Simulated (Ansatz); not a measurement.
Cost and result for the atomization energy of `[AlH2][SiH]1CN1[SiH3]` (13 atoms, 13 bonds).

```xyz
13

Al    0.8499   -1.7587   -0.6318
Si    1.2025    0.6724   -0.5388
C     0.5782    1.4173    1.0381
N    -0.4220    1.2769   -0.0417
Si   -1.5582    0.0203   -0.0326
H     1.4292   -2.6727    0.5297
H     0.3421   -2.3740   -2.0049
H     1.9063    1.6159   -1.4498
H     0.4523    0.8094    1.9335
H     0.8126    2.4557    1.2584
H    -2.2286   -0.1145   -1.3424
H    -2.5056    0.0232    1.1106
H    -0.8587   -1.3712    0.1717
```

The species carries charge 0 and has multiplicity 1. All single points use the PBE0-D4/def2-TZVP geometry. Program: Ansatz. All runs use 4 threads of an Arm Neoverse V2 on a shared host. Times are those of one run each, without the atoms' runs, and a repeat can differ threefold. Electronic energies, without spin–orbit coupling; frozen cores. CCSD(T)/CBS adds CCSD(T) − MP2 in def2-TZVPP to the MP2 limit, and its time is that of the two runs behind it. T1 = 0.014. B3LYP takes the VWN-RPA correlation (the form of Gaussian; ORCA's B3LYP/G).

CCSD(T)/CBS is a level of theory with its own doubt, some kJ/mol a heavy atom from the limit and from the frozen cores, so smaller differences don't rank the functionals.

```tsv
level	functions	wall time	atomization (kcal/mol)	difference from CCSD(T)/CBS	per bond
PBE-D4/def2-TZVPP (with forces)	300	3.2 s	983.4	4.9	0.4
PBE0-D4/def2-TZVPP	300	4.2 s	972.9	-5.6	-0.4
r2SCAN-D4/def2-TZVPP (with forces)	300	6.5 s	979.1	0.6	0.0
B3LYP-D4/def2-TZVPP (with forces)	300	6.5 s	976.6	-1.9	-0.2
B2PLYP/def2-TZVPP	300	7.5 s	961.8	-16.7	-1.3
ωB97X-V/def2-TZVPP	300	9.5 s	986.5	8.0	0.6
ωB97M-V/def2-TZVPP (with forces)	300	15 s	980.7	2.2	0.2
MP2/def2-QZVPP	564	29 s	971.5	-7.0	-0.5
CCSD(T)/def2-TZVPP	300	3.2 min	949.8	-28.7	-2.2
CCSD(T)/CBS(def2)	–	3.7 min	978.5	0.0	0.0
```

From PBE to PBE0 (25 % exact exchange), in def2-TZVPP and without D4, the atomization energy moves by −9.2 kcal/mol: exact exchange takes away binding that semilocal exchange gives to molecules. The D4 term adds +13.9 kcal/mol with B3LYP and +7.3 kcal/mol with PBE0; it sums over pairs of atoms, weighted by their polarisabilities, and B3LYP, whose exchange is more repulsive, gets the larger term. In def2-TZVPP, CCSD(T) changes the Hartree–Fock value by +248.4 kcal/mol (the triples alone add +14.4 kcal/mol) and MP2 by +252.8 kcal/mol; breaking electron pairs costs correlation energy, which Hartree–Fock lacks.
